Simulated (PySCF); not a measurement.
**Atomic charges by several schemes**

C3H8F2Si2.
Z-matrix (Å and degrees, GFN2-xTB geometry), rows numbered from 1:
```
F 
C   1  1.3910
C   2  1.5249  1  107.78
Si  3  1.9218  2  108.16  1   -65.04
Si  4  2.3088  3   92.21  2   -32.20
F   5  1.6182  4  115.16  3   120.28
C   2  1.5266  1  108.29  3  -122.18
H   2  1.1000  1  104.93  3   119.01
H   3  1.0895  2  108.92  1    57.98
H   3  1.0901  2  108.36  1   174.30
H   4  1.4650  3  109.90  2    89.80
H   4  1.4683  3  108.69  2  -151.75
H   5  1.4597  4  126.32  3  -112.21
H   7  1.0895  2  108.04  1  -167.18
H   7  1.0901  2  108.72  1   -51.20
```

Density: PBE0/pcSseg-1 (PySCF); schemes: Mulliken, IAO, Hirshfeld and ESP-fitted. Geometry: GFN2-xTB, one conformer, isolated molecule.

For which atoms does the sign change between the 4 schemes (beyond +0.03 e in one, beyond −0.03 e in another)?

For none.

At which atom do the 4 schemes differ most?

At Si5: from +0.354 (Hirshfeld) to +0.933 e (IAO), 0.579 e apart.

What partial charge does each atom carry?

In e:

```json
{"atom": "F1", "environment": "alkyl fluorine", "Mulliken": "-0.332", "IAO": "-0.337", "Hirshfeld": "-0.110", "ESP-fitted": "-0.258"}
{"atom": "C2", "environment": "sp3 C–F carbon", "Mulliken": "+0.110", "IAO": "+0.193", "Hirshfeld": "+0.062", "ESP-fitted": "+0.295"}
{"atom": "C3", "environment": "sp3 carbon bound to silicon", "Mulliken": "-0.494", "IAO": "-0.543", "Hirshfeld": "-0.168", "ESP-fitted": "-0.318"}
{"atom": "Si4", "environment": "SiH2 silicon", "Mulliken": "+0.264", "IAO": "+0.406", "Hirshfeld": "+0.241", "ESP-fitted": "+0.198"}
{"atom": "Si5", "environment": "fluorine-bound silicon", "Mulliken": "+0.840", "IAO": "+0.933", "Hirshfeld": "+0.354", "ESP-fitted": "+0.463"}
{"atom": "F6", "environment": "silicon-bound fluorine", "Mulliken": "-0.423", "IAO": "-0.537", "Hirshfeld": "-0.211", "ESP-fitted": "-0.287"}
{"atom": "C7", "environment": "sp3 carbon bound to silicon", "Mulliken": "-0.521", "IAO": "-0.580", "Hirshfeld": "-0.175", "ESP-fitted": "-0.307"}
{"atom": "H8", "environment": "methine hydrogen", "Mulliken": "+0.116", "IAO": "+0.139", "Hirshfeld": "+0.041", "ESP-fitted": "+0.022"}
{"atom": "H9", "environment": "methylene hydrogen", "Mulliken": "+0.159", "IAO": "+0.160", "Hirshfeld": "+0.044", "ESP-fitted": "+0.112"}
{"atom": "H10", "environment": "methylene hydrogen", "Mulliken": "+0.147", "IAO": "+0.152", "Hirshfeld": "+0.045", "ESP-fitted": "+0.099"}
{"atom": "H11", "environment": "Si–H hydrogen", "Mulliken": "-0.022", "IAO": "-0.082", "Hirshfeld": "-0.063", "ESP-fitted": "-0.034"}
{"atom": "H12", "environment": "Si–H hydrogen", "Mulliken": "-0.053", "IAO": "-0.102", "Hirshfeld": "-0.078", "ESP-fitted": "-0.087"}
{"atom": "H13", "environment": "Si–H hydrogen", "Mulliken": "-0.099", "IAO": "-0.128", "Hirshfeld": "-0.077", "ESP-fitted": "-0.094"}
{"atom": "H14", "environment": "methylene hydrogen", "Mulliken": "+0.146", "IAO": "+0.156", "Hirshfeld": "+0.047", "ESP-fitted": "+0.082"}
{"atom": "H15", "environment": "methylene hydrogen", "Mulliken": "+0.165", "IAO": "+0.169", "Hirshfeld": "+0.048", "ESP-fitted": "+0.115"}
```

Mean size of the charges over all atoms: IAO 0.308 e, Mulliken 0.259 e, ESP-fitted 0.185 e, Hirshfeld 0.118 e. Each set sums to the total charge, 0, to within 0.001 e. The IAO scheme projects the occupied orbitals on a minimal set of polarised atomic orbitals and counts the electrons in each atom's part of it. The ESP scheme is a least-squares fit of atom-centred charges to the potential on four shells outside the van der Waals surface, with the total charge fixed.

Sum the charges by element.

```
element  atoms  Mulliken     IAO  Hirshfeld  ESP-fitted
      F      2    -0.756  -0.873     -0.321      -0.545
      C      3    -0.906  -0.930     -0.281      -0.331
     Si      2    +1.104  +1.339     +0.595      +0.661
      H      8    +0.558  +0.464     +0.007      +0.215
```

How closely do the schemes follow one another over all atoms?

Correlation coefficient and root-mean-square difference: Mulliken with IAO 0.99, 0.064 e; IAO with Hirshfeld 0.98, 0.246 e; IAO with ESP-fitted 0.97, 0.182 e; Mulliken with ESP-fitted 0.95, 0.142 e; Mulliken with Hirshfeld 0.95, 0.203 e; Hirshfeld with ESP-fitted 0.93, 0.100 e.

How many electrons does the IAO scheme count on F6?

Z − q = 9 − (-0.537) = 9.537.
